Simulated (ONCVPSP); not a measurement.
## nitrogen: variants of one ONCV potential

Base potential:

- Element: N (Z = 7)
- Generator: ONCVPSP 4.0.1
- Type: optimised norm-conserving Vanderbilt (ONCV)
- Functional: PBE
- Relativity: non-relativistic
- Frozen core: [He]
- Valence charge: 5
- Reference configuration: 2s2 2p2 (charge +1)
- Partial waves: 2s: rc 0.85 bohr, ncon 4, nbas 7, qcut 7.4 1/bohr, 3 projectors, debl 3.3 Ha; 2p: rc 1.20 bohr, ncon 3, nbas 7, qcut 8.2 1/bohr, 3 projectors, debl 0.5 Ha; d scattering state at 0.29 Ha: rc 1.05 bohr, ncon 4, nbas 7, qcut 8.1 1/bohr, 2 projectors, debl 1.1 Ha
- Local potential: polynomial inside 0.80 bohr (lpopt 5, dvloc0 0 Ha)
- Core correction: none

In the p channel the program set the typed energies aside and used -0.760, 0.250, 0.750 Ha.

Cutoffs, loose and tight: the cutoffs (Ha) at which the residual kinetic energy of the hardest occupied pseudo-wave falls to 1 and 0.1 mHa per electron. They do not see the model core or the augmentation charge, which bear on the density cutoff. Test errors are all-electron minus pseudo excitation energies from the reference, over the configurations 2s2 2p3; 2s2 2p1; 2s2 2p0; 2s1 2p3. A dash means not determined; rows that change the core or the reference have their own tests.

1 further variants are left out, since the program set their typed debl aside.

A true bound ghost makes a file unfit for plane-wave use even where its test errors are small: the radial tests pick states by their node count and pass the ghost by.

```tsv
change	outcome	cutoff, loose	cutoff, tight	bound ghosts	GHOST(+) flags above zero	largest test error (meV)
base	generated, projector energies reset by the program	31 Ha	116 Ha	s, p	s, p	+376
s: qcut 6.1; p: qcut 6.8; d: qcut 6.7	generated, projector energies reset by the program	87 Ha	150 Ha	s, p	s, d	+476
reference 2s2 2p2.5	generated	30 Ha	113 Ha	s, p	s	+449
d: rc 0.8	generated, projector energies reset by the program	31 Ha	116 Ha	s, p	s, p, d	+376
s: nbas 8	generated, projector energies reset by the program	30 Ha	131 Ha	s, p	s, p	+376
local potential polynomial inside 0.55 bohr (lpopt 5, dvloc0 0 Ha)	generated, projector energies reset by the program	31 Ha	116 Ha	s	s, d	+376
s: nproj 2	generated, projector energies reset by the program	31 Ha	116 Ha	p	p	+376
d: rc 1.28	generated, projector energies reset by the program	31 Ha	116 Ha	s, p	s, p	+376
p: qcut 5.6	generated, projector energies reset by the program	–	–	s, p	s	+571
local potential polynomial inside 0.80 bohr (lpopt 5, dvloc0 7 Ha)	generated, projector energies reset by the program	31 Ha	116 Ha	s	s, p	+376
```
